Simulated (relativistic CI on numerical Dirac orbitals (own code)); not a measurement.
**Mn IV: calculation against measurement**

Computed by Dirac-Coulomb-Breit CI, KLI orbitals optimised for each configuration, model QED (radiative potential, 1s self-energy scaled to tabulated hydrogen-like ionisation energies), valence Slater integrals scaled by 0.85, P86 correlation estimate, and configurations built on the next ion tied to the tabulated ionisation energy (semi-empirical) (own radial code, finite nucleus).

Configuration list (outside the closed core [Ne]): 3s2.3p6.3d4, 3s2.3p6.3d3.4s, 3s2.3p6.3d3.4p, 3s2.3p6.3d3.4d, 3s2.3p6.3d3.5s, 3s2.3p6.3d3.4f, 3s2.3p5.3d5, 3s2.3p6.3d2.4s2, 3s2.3p6.3d3.5p, 3s2.3p6.3d3.5d, 3s2.3p6.3d2.4s.4p, 3s2.3p6.3d3.5f, 3s2.3p6.3d3.5g, 3s2.3p6.3d2.4p2, 3s2.3p4.3d6, 3s2.3p6.3d2.4s.4d, 3s.3p6.3d5. Levels of other configurations are missing.

```csv
Configuration,Term (tabulated),J,Measured (cm⁻¹),Computed,Error,Purity (%)
3s2.3p6.3d4,a 5D,0,0.0,0,0,99
3s2.3p6.3d4,a 5D,1,99.0,93,-6,99
3s2.3p6.3d4,a 5D,2,286.8,273,-14,99
3s2.3p6.3d4,a 5D,3,552.2,527,-25,99
3s2.3p6.3d4,a 5D,4,885.8,845,-40,99
3s2.3p6.3d4,a 3P,0,20654.2,18613,-2041,98
3s2.3p6.3d4,a 3P,1,21278.8,19213,-2066,99
3s2.3p6.3d4,a 3H,4,21280.7,21497,216,87
3s2.3p6.3d4,a 3H,5,21474.8,21713,238,98
3s2.3p6.3d4,a 3H,6,21679.3,21914,235,99
3s2.3p6.3d4,a 3P,2,22324.7,20214,-2110,99
3s2.3p6.3d4,a 3F,2,22791.0,21607,-1184,99
3s2.3p6.3d4,a 3F,3,22862.3,21701,-1162,97
3s2.3p6.3d4,a 3F,4,22959.1,21834,-1126,87
3s2.3p6.3d4,a 3G,3,25440.4,25033,-408,97
3s2.3p6.3d4,a 3G,4,25670.8,25253,-418,96
3s2.3p6.3d4,a 3G,5,25877.7,25469,-409,98
3s2.3p6.3d4,a 3D,3,31385.2,30134,-1251,99
3s2.3p6.3d4,a 3D,2,31473.5,30211,-1262,98
3s2.3p6.3d4,a 3D,1,31580.7,30321,-1259,99
3s2.3p6.3d4,b 3F,4,53212.3,50712,-2500,99
3s2.3p6.3d4,b 3F,2,53260.7,50772,-2489,99
3s2.3p6.3d4,b 3F,3,53286.7,50792,-2495,98
3s2.3p6.3d3.4s,a 5F,2,111710.4,114739,3028,100
3s2.3p6.3d3.4s,a 5F,3,112013.3,115026,3013,100
3s2.3p6.3d3.4s,a 5F,4,112408.9,115402,2993,100
3s2.3p6.3d3.4s,a 5F,5,112882.8,115858,2975,100
3s2.3p6.3d3.4s,c 3F,2,119445.5,122223,2778,99
3s2.3p6.3d3.4s,c 3F,3,119961.5,122714,2752,99
3s2.3p6.3d3.4s,c 3F,4,120603.1,123327,2724,99
3s2.3p6.3d3.4s,b 3G,3,130969.5,133842,2873,100
3s2.3p6.3d3.4s,b 3G,4,131170.1,134027,2857,99
3s2.3p6.3d3.4s,b 3G,5,131462.5,134300,2838,99
3s2.3p6.3d3.4s,b 3H,4,137853.0,139547,1694,90
3s2.3p6.3d3.4s,b 3H,5,137930.1,139562,1632,99
3s2.3p6.3d3.4s,b 3H,6,138123.1,139737,1614,100
3s2.3p6.3d3.4s,d 3F,4,152700.5,155947,3246,100
3s2.3p6.3d3.4s,d 3F,3,152858.2,156102,3244,100
3s2.3p6.3d3.4s,d 3F,2,152986.0,156227,3241,100
3s2.3p6.3d3.4p,z 5G°,2,167890.1,170337,2447,99
3s2.3p6.3d3.4p,z 5G°,3,168300.3,170724,2424,99
3s2.3p6.3d3.4p,z 5G°,4,168839.7,171232,2392,99
3s2.3p6.3d3.4p,z 5G°,5,169499.2,171857,2358,99
3s2.3p6.3d3.4p,z 5G°,6,170285.8,172601,2315,100
3s2.3p6.3d3.4p,z 5D° †,1,170577.8,173828,3251,76
3s2.3p6.3d3.4p,z 5D° †,3,171276.9,173798,2521,70
3s2.3p6.3d3.4p,z 5D°,4,171765.0,174229,2464,89
3s2.3p6.3d3.4p,z 5F°,3,172081.9,174433,2351,75
3s2.3p6.3d3.4p,z 3D°,1,172090.6,174739,2649,67
3s2.3p6.3d3.4p,z 3D°,2,172398.7,175126,2728,78
3s2.3p6.3d3.4p,z 5F°,4,172477.2,174801,2324,88
3s2.3p6.3d3.4p,z 5F°,5,172871.5,175188,2317,97
3s2.3p6.3d3.4p,z 3D°,3,172952.6,175757,2804,90
3s2.3p6.3d3.4p,z 3G°,3,175436.0,178035,2599,99
3s2.3p6.3d3.4p,z 3G°,4,175813.4,178400,2587,98
3s2.3p6.3d3.4p,z 3G°,5,176288.6,178858,2570,97
3s2.3p6.3d3.4p,z 3F°,2,177629.8,180129,2500,99
3s2.3p6.3d3.4p,z 3F°,3,178075.1,180559,2484,98
3s2.3p6.3d3.4p,z 3F°,4,178579.5,181050,2471,98
3s2.3p6.3d3.4p,z 5P°,1,184566.1,187804,3237,98
3s2.3p6.3d3.4p,z 5P°,2,184901.2,188133,3232,97
3s2.3p6.3d3.4p,z 5P°,3,185435.9,188614,3178,99
3s2.3p6.3d3.4p,z 3H°,4,186659.4,188692,2033,98
3s2.3p6.3d3.4p,y 5D°,3,187004.0,190146,3142,98
3s2.3p6.3d3.4p,y 5D°,4,187679.5,190794,3114,100
```

Measured levels from Corliss and Sugar, J. Phys. Chem. Ref. Data 6, 1253 (1977); pairs were made by configuration, J and term (by order where the table uses no LS term), so strongly mixed levels may be paired wrongly.

Mean error by configuration (cm⁻¹): 3s2.3p6.3d4 -981; 3s2.3p6.3d3.4s 2719; 3s2.3p6.3d3.4p 2613. Over the excited levels the mean absolute error is 2083 cm⁻¹ (64 of the 66 excited levels that our extract of the source holds in range could be paired, and the others can miss by more), and the median relative error of those above 1,000 cm⁻¹ is 1.7 %. † marks terms whose computed intervals miss the measured ones by more than a factor of 2.5, or configurations far off the rest, from wrong mixing, a near crossing or a doubtful label or measurement; they are left out of the means.
